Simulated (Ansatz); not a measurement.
Total energies of CH3FO2Si, SMILES `O[Si]1(F)CO1`.

Z-matrix (Å, degrees):
```
Si
F 1 1.574
C 1 1.783 2 121.8
O 1 1.615 2 104.8 3 158.7
O 1 1.624 2 119.0 3 -62.4
H 3 1.088 1 122.5 2 -7.8
H 3 1.088 1 123.7 2 159.6
H 4 0.959 1 117.3 2 168.7
```

Total charge 0; spin multiplicity 1. The structure was optimised at the PBE0-D4/def2-TZVP level. It is one conformer, not always the lowest. Basis def2-TZVPP, Ansatz.

RPA on PBE orbitals: Hartree–Fock energy of these orbitals -577.89795 Eh, correlation -1.53469 Eh (frozen core).

| functional | energy without D4 (Eh) | D4 term (kJ/mol) |
| --- | --- | --- |
| LDA (SPW92) | -576.72081 | – |
| PBE | -579.48770 | -15.0 |
| revPBE | -579.77872 | -48.3 |
| B97M-V | -579.78786 | – |
| PBE0 | -579.51598 | -12.5 |
| r2SCANh | -579.76301 | -3.7 |
| BHLYP | -579.80824 | -18.0 |
| CAM-B3LYP | -579.86062 | -12.5 |
| ωB97M-V | -579.84397 | – |
| B2PLYP | -579.64347 | – |

Question: Give the same for BLYP, r2SCAN, B3LYP, r2SCAN0, HSE06 (plane-wave form), LC-ωPBE, ωB97X-V, PBE-QIDH. (Best estimate.)

Answer: Computed: 
| functional | energy without D4 (Eh) | D4 term (kJ/mol) |
| --- | --- | --- |
| BLYP | -579.89266 | -33.7 |
| r2SCAN | -579.78203 | -3.5 |
| B3LYP | -579.96049 | -24.3 |
| r2SCAN0 | -579.73572 | -4.1 |
| HSE06 (plane-wave form) | -579.49694 | -11.6 |
| LC-ωPBE | -579.68098 | – |
| ωB97X-V | -579.79783 | – |
| PBE-QIDH | -579.39728 | – |

B3LYP takes the VWN-RPA correlation (the form of Gaussian; ORCA's B3LYP/G). HSE06 is the plane-wave form, built on full-range PBE exchange. The double hybrids freeze the cores in their second-order part.

LC-ωPBE has ω = 0.4 bohr⁻¹.
